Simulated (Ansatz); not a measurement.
[TbCl6]3- (TbCl₆³⁻). The state is a septet with charge -3. Geometry r2SCAN-D4/def2-SVP, basis def2-TZVP, Ansatz.

```tsv
atom	x (Å)	y (Å)	z (Å)
Tb1	0.001	-0.001	0.001
Cl2	-1.838	1.948	0.503
Cl3	1.842	-1.948	-0.500
Cl4	-2.009	-1.714	-0.678
Cl5	2.008	1.716	0.675
Cl6	-0.168	-0.824	2.594
Cl7	0.164	0.823	-2.594
```

```tsv
run	HOMO (eV)	LUMO (eV)
A	4.60	9.10
B	3.35	9.92
C	3.64	9.23
D	5.80	6.74
E	5.91	7.82
```

In the def2 sets Tb takes a core potential; there is no spin–orbit coupling. B3LYP takes the VWN-RPA correlation. With an open 4f shell the SCF may have ended on a state above the lowest. A multiply charged anion in the gas phase is held together partly by the finite basis. Removing one electron lowers the energy by 1.84 eV at PBE0-D4/def2-TZVP, so it isn't bound.

HOMO and LUMO are taken over both spins.

Task: The runs used B3LYP, PBE, PBE0, r2SCAN, r2SCANh. Estimate which is which.

Result: A r2SCANh (10 % exact exchange); B PBE0 (25 % exact exchange); C B3LYP (20 % exact exchange); D PBE (0 % exact exchange); E r2SCAN (0 % exact exchange). Exact exchange lowers occupied and raises empty levels; among semilocal functionals meta-GGAs tend to open the gap a little, and such runs are hard to tell apart. The gap grows from 0.94 eV (PBE) to 6.58 eV (PBE0). At r2SCANh-D4/def2-TZVP, PBE0-D4/def2-TZVP, B3LYP-D4/def2-TZVP, PBE-D4/def2-TZVP and others the highest occupied level of the charge -3 septet lies above zero (up to 5.91 eV). By energy differences it is unbound by 1.84 eV (vertical, against the charge -2 octet, at PBE0-D4/def2-TZVP) and held by the finite basis.
